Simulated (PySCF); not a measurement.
Species: C5H3FN2.
SMILES: `C(#N)C(C=C)(C#N)F`

Level: wB97X-D/def2-SVPD in PySCF, non-relativistic, on one gas-phase PBE0-D3(BJ)/def2-SVP geometry that isn't relaxed in the solvent. The solvent is an IEF-PCM continuum (van der Waals radii × 1.2), and excitations are vertical TDDFT with non-equilibrium linear response and a frozen core. The model holds no explicit solvent molecules, cavitation or dispersion.

Gas-phase singlets (H = HOMO, L = LUMO):

```
state  E (eV)  λ (nm)      f  leading configurations
   S1   6.644     187  0.001                 H→L 85%
   S2   7.087     175  0.002               H-1→L 77%
   S3   7.177     173  0.001    H-2→L 55%, H-3→L 13%
   S4   7.516     165  0.385               H→L+1 85%
   S5   7.535     165  0.001    H-3→L 43%, H→L+2 23%
```

**Question.** Give the list for cyclohexane (ε = 2.017), n² = 2.04.

**Answer.** 
```tsv
state	E (eV)	λ (nm)	f	leading configurations	change by rank (eV)
S1	6.496	191	0.001	H→L 92%	-0.148
S2	7.088	175	0.005	H-1→L 76%	+0.001
S3	7.176	173	0.001	H-2→L 56%, H-3→L 16%	-0.001
S4	7.331	169	0.523	H→L+1 92%	-0.185
S5	7.489	166	0.000	H→L+2 46%, H-3→L 30%	-0.046
```

**Question.** How does the list change in dichloromethane (ε = 8.93)?

**Answer.** 
| state | E (eV) | λ (nm) | f | leading configurations | change by rank (eV) |
| --- | --- | --- | --- | --- | --- |
| S1 | 6.328 | 196 | 0.000 | H→L 95% | -0.316 |
| S2 | 7.091 | 175 | 0.005 | H-1→L 73% | +0.004 |
| S3 | 7.198 | 172 | 0.001 | H-2→L 55%, H-3→L 18% | +0.021 |
| S4 | 7.293 | 170 | 0.521 | H→L+1 93% | -0.223 |
| S5 | 7.378 | 168 | 0.005 | H→L+2 74%, H-3→L 16% | -0.157 |

**Question.** The ground-state energy changes by -0.257 eV from gas to dichloromethane. By how much does the total energy of gas-phase S1 change?

**Answer.** E(S1) = E(S0) + excitation energy, so it changes by -0.257 − 0.316 = -0.573 eV: it is lowered more than the ground state, which is what a red shift means. This is the vertical state, with the slow part of the continuum still set for S0.

**Question.** How do the frontier levels move from gas to dichloromethane?

**Answer.** 
```
orbital  gas (eV)  solvent (eV)  change (eV)
 LUMO+2      1.16          1.21        +0.05
 LUMO+1      0.37          0.77        +0.40
   LUMO      0.06          0.14        +0.08
   HOMO    -11.06        -10.59        +0.47
 HOMO-1    -12.49        -12.34        +0.15
 HOMO-2    -12.50        -12.54        -0.04
 HOMO-3    -12.82        -12.83        -0.01
```

The HOMO–LUMO gap goes from 11.13 to 10.73 eV. Rows go by rank; for HOMO-3, HOMO-2 and HOMO-1 the atom shares or the degeneracy differ between the runs, so the row needn't follow one orbital.

The values belong to the conformer `[CH2:1]=[CH:2][C:3]([F:4])([C:5]#[N:6])[C:7]#[N:8]`: C1–C2–C3–F4 0°.

The pairwise dispersion term of wB97X-D wasn't added to the energies; at a given geometry it leaves orbitals and properties as they are.
